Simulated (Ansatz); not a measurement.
```yaml
crystal:
  periodic: [false, false, false]
  atoms:
    - {symbol: F, position_ang: [-1.733112, 1.821707, -0.641392]}
    - {symbol: B, position_ang: [-0.774677, 0.725060, -0.450783]}
    - {symbol: C, position_ang: [0.545801, 0.331887, 0.641681]}
    - {symbol: B, position_ang: [0.243487, -1.153355, -0.275133]}
    - {symbol: O, position_ang: [-0.806961, -0.593409, -1.286055]}
    - {symbol: H, position_ang: [1.608781, 0.868425, 0.355803]}
    - {symbol: H, position_ang: [0.396313, 0.368940, 1.851207]}
    - {symbol: H, position_ang: [0.623521, -2.433209, -0.257711]}
basis:
  gaussian: {orbitals: def2-mTZVP, final_grid: {core_spheres: 1, valence_spheres: 1, degree: 3}}
hamiltonian: {xc: {name: wB97M-V}}
```

```sh
$ ansatz run in.yaml --threads 2 --pin off --events-out ev --progress --plain --max-ram 4352MiB
```

Shortened log:

```
Functional definition: wB97M-V
959 factors; their error is unknown
256 factors; integrals over basis functions are off by at most 1.3e-5 eV
mean field evaluation 1: about -7197.6416 eV, gradient 5.5e1 eV
mean field evaluation 2: about -7195.3050 eV, gradient 7.1e1 eV
mean field evaluation 4: about -7203.5031 eV, gradient 3.0e0 eV
mean field evaluation 16: about -7175.9979 eV, gradient 2.3e-1 eV
mean field evaluation 32: about -7176.1200 eV, gradient 7.5e-5 eV
mean field -7176.11996624 eV, -263.7175446103 hartree, gradient 7.5e-5 eV, S^2 0.000000; 0 other end points of the search recorded, 0 dependent functions left out
reference -7176.12019783 eV, -263.7175531213 hartree; 18, 18 occupied and 91, 91 virtual orbitals, 959 factors
Total energy: -7176.12019783 eV, -263.7175531213 hartree
```

Question: What is wrong with this run?

Answer: The integration grid is far too coarse. The calculation finished and met its thresholds. The result belongs to that input, not to the molecule as meant.
